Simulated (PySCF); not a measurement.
**ReO₂⁻, singlet: molecular constants**

All numbers come from PySCF, PBE0, basis Re def2-TZVPD with ECP60, O def2-TZVPD (scalar-relativistic core potentials, no spin–orbit coupling, density fitting).

The structure is a minimum.

```json
{
  "Point group": "C2v",
  "Bond lengths": "Re–O 1.727 Å (×2)",
  "Bond angles": "O–Re–O 136.8°",
  "Zero-point energy": "12.9 kJ/mol",
  "Heat capacity Cp at 298.15 K": "44.2 J/(mol K)",
  "Principal polarisabilities": "71.3, 77.2, 80.4 bohr³",
  "Lowest empty level": "1.67 eV",
  "Enthalpy at 298.15 K above 0 K": "11.47 kJ/mol",
  "Highest occupied level": "-0.46 eV",
  "Entropy at 298.15 K and 1 bar": "274.6 J/(mol K)",
  "Principal quadrupole moments (Buckingham, traceless) about the centre of mass": "-9.55, 1.74, 7.80 D Å",
  "Rotational symmetry number": "2",
  "Dipole moment about the centre of mass": "0.04 D",
  "Rotational constants": "1.528, 0.2044, 0.1803 cm⁻¹"
}
```

Harmonic modes (masses in u: Re 186.956, O 15.995):
| symmetry | ω (cm⁻¹) | IR (km/mol) | type |
| --- | --- | --- | --- |
| a1 | 237 | 3.6 | bend |
| b2 | 929 | 303 | stretch |
| a1 | 999 | 81.2 | stretch |

In C2v the vibrations span 2a1 + b2. Here b1 is antisymmetric to the molecular plane and b2 lies in it.

Charges (e); Mulliken and Löwdin values are unreliable with diffuse functions:
```tsv
atom	Mulliken	Löwdin	polar tensor	Mayer order to Re1
Re1	-0.05	0.74	0.19	–
O2,3	-0.47	-0.87	-0.60	1.37
```

Mulliken populations on Re1 (electrons outside its core potential): s 4.04, p 6.33, d 4.58, f 0.10.

Outer orbital energies (eV). occupied: -6.79, -6.07, -5.77, -4.53, -4.28, -3.61, -1.39, -0.46; empty: 1.67, 3.90, 4.01, 4.15.

Formally Re is in oxidation state +3, d4, with 0 unpaired electrons (the high-spin count would be 4). The polar-tensor charge on Re, 0.19, is far below the formal one.

Stability towards spin polarisation was not tested. This need not be the most stable arrangement of these atoms. The lowest empty level of this anion is unbound, so it and the gap depend on the basis. With an element this heavy the missing spin–orbit coupling can shift these numbers.

The final relaxation and frequency run took roughly 3 core-minutes on a shared host.
